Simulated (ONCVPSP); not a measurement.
Si: ONCV pseudisation with LDA (Perdew-Wang 92), scalar-relativistic reference atom.

Input for ONCVPSP 4.0.1:

```
# ATOM AND REFERENCE CONFIGURATION
# atsym  z   nc   nv     iexc    psfile
  Si 14.00    3    2  -001012      upf
#
#   n    l    f
    1    0    2.00
    2    0    2.00
    2    1    6.00
    3    0    2.00
    3    1    1.50
#
# PSEUDOPOTENTIAL AND OPTIMIZATION
# lmax
    2
#
#   l,   rc,      ep,       ncon, nbas, qcut
    0    1.45    0.00    3    6    4.30
    1    1.95    0.00    3    6    4.00
    2    1.60    0.46    4    7    6.50
#
# LOCAL POTENTIAL
# lloc, lpopt,  rc(5),   dvloc0
    4    5    1.05    6.00
#
# VANDERBILT-KLEINMAN-BYLANDER PROJECTORs
# l, nproj, debl
    0    3    3.40
    1    1    4.00
    2    2    3.20
#
# MODEL CORE CHARGE
# icmod, fcfact, rcfact
    0    0.00    0.00
#
# LOG DERIVATIVE ANALYSIS
# epsh1, epsh2, depsh
   -2.00    5.00    0.02
#
# OUTPUT GRID
# rlmax, drl
    6.00    0.01
#
# TEST CONFIGURATIONS
# ncnf
    4
# nvcnf
#   n    l    f
    2
    3    0    2.00
    3    1    2.00
#
    2
    3    0    2.00
    3    1    1.00
#
    2
    3    0    2.00
    3    1    0.00
#
    2
    3    0    1.00
    3    1    3.00
#
```

Command:

```bash
oncvpsp.x < Si.dat > Si.out
```

Resulting log (shortened: citation, most of the input echo, consistency checks and plot data are left out):

```
ONCVPSP  (Optimized Norm-Conservinng Vanderbilt PSeudopotential)
scalar-relativistic version 4.0.1

#   n    l    f        energy (Ha)
    1    0    2.00    -6.5522645E+01
    2    0    2.00    -5.2615603E+00
    2    1    6.00    -3.6766286E+00
    3    0    2.00    -5.4350180E-01
    3    1    1.50    -2.8508832E-01

Reference configufation results
  iterations    23
  all-electron total energy (Ha)   -2.88712723D+02

Begin loop to  construct optimized pseudo wave functions
and semi-local pseudopoentials for all angular momenta

   Wellstate for l =  0  n =  5
     eigenvalue =   2.8565
     asymptotic potential =   3.3565
     half-point radius =  3.0565

   Wellstate for l =  0  n =  6
     eigenvalue =   6.2565
     asymptotic potential =   6.7565
     half-point radius =  2.8620

Calculating optimized projector #   1

 for l=   0

    Fraction of norm inside rc  0.201484
    Optimizing pswf for qcut=   4.30 a_B^-1,  ecut=   9.25 Ha
    Residual kinetic energy error=  2.63D-04 Ha

    Energy error per electron        Cutoff
         Ha          eV             Ha
         0.01000     0.27211        5.27
         0.00100     0.02721        7.90
         0.00010     0.00272       13.69
         0.00001     0.00027       47.04

Calculating optimized projector #   2

 for l=   0

    Fraction of norm inside rc  0.094639
    Optimizing pswf for qcut=   4.30 a_B^-1,  ecut=   9.25 Ha
    Residual kinetic energy error=  9.43D-03 Ha

    Energy error per electron        Cutoff
         Ha          eV             Ha
         0.01000     0.27211        9.43
         0.00100     0.02721       56.27
         0.00010     0.00272       91.47

Calculating optimized projector #   3

 for l=   0

    Fraction of norm inside rc  0.062214
    Optimizing pswf for qcut=   4.30 a_B^-1,  ecut=   9.25 Ha
    Residual kinetic energy error=  1.74D-01 Ha

    Energy error per electron        Cutoff
         Ha          eV             Ha
         0.01000     0.27211       27.57
         0.00100     0.02721       79.24
         0.00010     0.00272      112.82

Calculating optimized projector #   1

 for l=   1

    Fraction of norm inside rc  0.301593
    Optimizing pswf for qcut=   4.00 a_B^-1,  ecut=   8.01 Ha
    Residual kinetic energy error=  5.32D-05 Ha

    Energy error per electron        Cutoff
         Ha          eV             Ha
         0.01000     0.27211        2.22
         0.00100     0.02721        3.34
         0.00010     0.00272        6.64
         0.00001     0.00027       24.18

   Wellstate for l =  2  n =  4
     eigenvalue =   0.4600
     asymptotic potential =   0.9600
     half-point radius =  6.2801

   Wellstate for l =  2  n =  5
     eigenvalue =   3.6600
     asymptotic potential =   4.1600
     half-point radius =  2.9730

Calculating optimized projector #   1

 for l=   2

    Fraction of norm inside rc  0.113134
    Optimizing pswf for qcut=   6.49 a_B^-1,  ecut=  21.08 Ha
    Residual kinetic energy error=  1.27D-04 Ha

    Energy error per electron        Cutoff
         Ha          eV             Ha
         0.01000     0.27211        9.88
         0.00100     0.02721       16.13
         0.00010     0.00272       22.30
         0.00001     0.00027       60.18

Calculating optimized projector #   2

 for l=   2

    Fraction of norm inside rc  0.140217
    Optimizing pswf for qcut=   6.49 a_B^-1,  ecut=  21.08 Ha
    Residual kinetic energy error=  8.41D-03 Ha

    Energy error per electron        Cutoff
         Ha          eV             Ha
         0.01000     0.27211       20.54
         0.00100     0.02721       39.20
         0.00010     0.00272       79.37
         0.00001     0.00027       91.36

Construct Vanderbilt / Kleinmman-Bylander projectors

B matrix Hermiticity error, ll=   0
   1   2   -1.5606E-04
   1   3    2.7567E-04
   2   3    1.4825E-04

  Orthonormal projector coefficients -9.9187E+01  6.2237E+00  1.1841E+00

B matrix Hermiticity error, ll=   2
   1   2    6.6324E-05

  Orthonormal projector coefficients -4.3698E+00 -1.0983E+00

Pseudoatom total energy   -3.642110

Diagnostic tests using Vanderbilt-Kleinman-Bylander pseudopotentials
  1 or more projectors used as specified by nproj input data

   l    rcore       rmatch      e in        delta e   norm test  slope test

   0   1.4509745   1.4950292  -0.5435018  -0.0000218   0.9999468   1.0001011
   0   1.4509745   1.4950292   2.8564982   0.0002966   1.0003703   1.0003703
   0   1.4509745   1.4950292   6.2564982   0.0005522   0.9999568   0.9999568

   1   1.9568557   2.0162701  -0.2850883   0.0000067   1.0000113   0.9994863

   2   1.6062955   1.6550661   0.4600000   0.0000107   1.0000373   1.0000373
   2   1.6062955   1.6550661   3.6600000   0.0000220   1.0001617   1.0001617

 Testing for bound ghosts
   n   l    E NL Schr. Eq   E Basis Diag.   E Cutoff

       0                      -53.966020     88.20  WARNING - GHOST(-)
   1   0       -0.543524       -0.520220     88.20

   2   1       -0.285082       -0.275692     25.39

   3   2       -0.035357        0.125713     99.37

 Testing for highly-localized positive-energy ghosts
       l    <radius>/rc     E Basis Diag.   E Cutoff

       0        0.634628        9.922521     88.20  WARNING - GHOST(+)

       0        0.408301       35.402715     88.20  WARNING - GHOST(+)

Test configuration 0

   n   l     f        eae           eps        diff
   1   0  2.0000  -65.52264547
   2   0  2.0000   -5.26156034
   2   1  6.0000   -3.67662857
   3   0  2.0000   -0.54350180   -0.54352363   -2.18D-05
   3   1  1.5000   -0.28508832   -0.28508158    6.74D-06

    Total energies and differences
      AE_ref= -2.88712723D+02  AE_tst= -2.88712723D+02  dif=  0.00D+00
      PS_ref= -3.64211020D+00  PS_tst= -3.64211020D+00  dif= -4.44D-16
      PSP excitation error=  4.44D-16

Test configuration 1

   n   l     f        eae           eps        diff
   1   0  2.0000  -65.35727083
   2   0  2.0000   -5.09873440
   2   1  6.0000   -3.51356899
   3   0  2.0000   -0.39979966   -0.39997293   -1.73D-04
   3   1  2.0000   -0.15298098   -0.15304587   -6.49D-05

    Total energies and differences
      AE_ref= -2.88712723D+02  AE_tst= -2.88821565D+02  dif= -1.09D-01
      PS_ref= -3.64211020D+00  PS_tst= -3.75097730D+00  dif= -1.09D-01
      PSP excitation error=  2.51D-05

Test configuration 2

   n   l     f        eae           eps        diff
   1   0  2.0000  -65.71359614
   2   0  2.0000   -5.44802722
   2   1  6.0000   -3.86347150
   3   0  2.0000   -0.70200597   -0.70162963    3.76D-04
   3   1  1.0000   -0.43168027   -0.43143524    2.45D-04

    Total energies and differences
      AE_ref= -2.88712723D+02  AE_tst= -2.88534085D+02  dif=  1.79D-01
      PS_ref= -3.64211020D+00  PS_tst= -3.46351740D+00  dif=  1.79D-01
      PSP excitation error=  4.52D-05

Test configuration 3

   n   l     f        eae           eps        diff
   1   0  2.0000  -66.16404174
   2   0  2.0000   -5.88265798
   2   1  6.0000   -4.29934030
   3   0  2.0000   -1.05319112   -1.05061701    2.57D-03

    Total energies and differences
      AE_ref= -2.88712723D+02  AE_tst= -2.87942142D+02  dif=  7.71D-01
      PS_ref= -3.64211020D+00  PS_tst= -2.87238897D+00  dif=  7.70D-01
      PSP excitation error=  8.60D-04

Test configuration 4

   n   l     f        eae           eps        diff
   1   0  2.0000  -65.41765555
   2   0  2.0000   -5.15781131
   2   1  6.0000   -3.57208974
   3   0  1.0000   -0.42753721   -0.42721110    3.26D-04
   3   1  3.0000   -0.17417795   -0.17411305    6.49D-05

    Total energies and differences
      AE_ref= -2.88712723D+02  AE_tst= -2.88571404D+02  dif=  1.41D-01
      PS_ref= -3.64211020D+00  PS_tst= -3.50088155D+00  dif=  1.41D-01
      PSP excitation error=  9.01D-05
```

Note: ghosts flagged at negative energy: s at -1468.5 eV; GHOST(+) flagged for s at 270.0 eV. A true bound ghost makes a file unfit for plane-wave use.

The run took about 2.6 s on one core of a shared server CPU.
